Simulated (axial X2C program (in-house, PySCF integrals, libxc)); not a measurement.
**TcF⁺: from Re and ωe to a spectrum**

A bond curve at the CCSD(T) level, 2c, was computed with an in-house all-electron X2C program for linear molecules (integrals from PySCF) (basis Tc dyall-cv3z [12s12p8d5f3g], F dyall-av3z [7s6p3d2f] (cores contracted in-house)) for the state Ω = 5/2 (⟨Sz⟩ = 2.50, ⟨Lz⟩ = 0.00 at HF). Its fit gives Re = 1.8667 Å, ωe = 666.8 cm⁻¹, ωexe = 2.28 cm⁻¹ and αe = 1.601e-03 cm⁻¹; the masses are 98.9072 and 18.9984 u. Two-component means X2C with spin–orbit coupling and atomic mean-field Coulomb and Gaunt terms.

Correlated methods: 13 electrons correlated (number of frozen shells: Tc 4 s, 3 p, 1 d; F 1 s), 281 virtual spin orbitals or spinors in MP2, 90 natural virtuals in coupled cluster.

(1) Find the reduced mass, Be and the force constant.

(2) Estimate the centrifugal constant by the Kratzer relation.

(3) Estimate De from a Morse curve and compare with the computed well depth of 3.863 eV to Tc+ + F.

(4) A Morse curve ties αe to the other constants (Pekeris). How well does that hold?

(5) Where do the fundamental and the first overtone lie?

The state is a single determinant with fixed occupations, the lowest that a limited PBE0 search found. De is counted from the lowest determinant-based energies of the atoms at the same level, without counterpoise correction. Coupled cluster ran in a truncated set of natural virtual spinors; the MP2 energy of the rest was added. (T) has no such correction and the atoms are truncated less, which lowers De at CCSD(T) by a hundredth of an eV or more. With several unpaired electrons one determinant need not be a pure state. This is the top spin component of a Σ state; components of lower Ω are not single determinants and can lie lower.

## Answers

(1) From the CCSD(T) values: μ = 15.9371 u. Be = 16.8576/(μ Re²) = 0.3036 cm⁻¹. k = 5.8918×10⁻⁷ μ ωe² = 4.17 mdyn/Å.

(2) D = 4Be³/ωe² = 2.52e-07 cm⁻¹.

(3) De(Morse) = ωe²/(4ωexe) = 6.045 eV against 3.863 eV computed, a ratio of 1.56. The extrapolation overshoots: the well softens faster than a Morse curve, or the lowest atomic limit lies below the one to which the curve heads.

(4) αe(Morse) = 6Be²/ωe × (√(ωexe/Be) − 1) = 1.443e-03 cm⁻¹; the CCSD(T) curve gives 1.601e-03 cm⁻¹, a ratio of 0.90.

(5) ν(1←0) = ωe − 2ωexe = 662.2 cm⁻¹; ν(2←0) = 2ωe − 6ωexe = 1319.9 cm⁻¹.
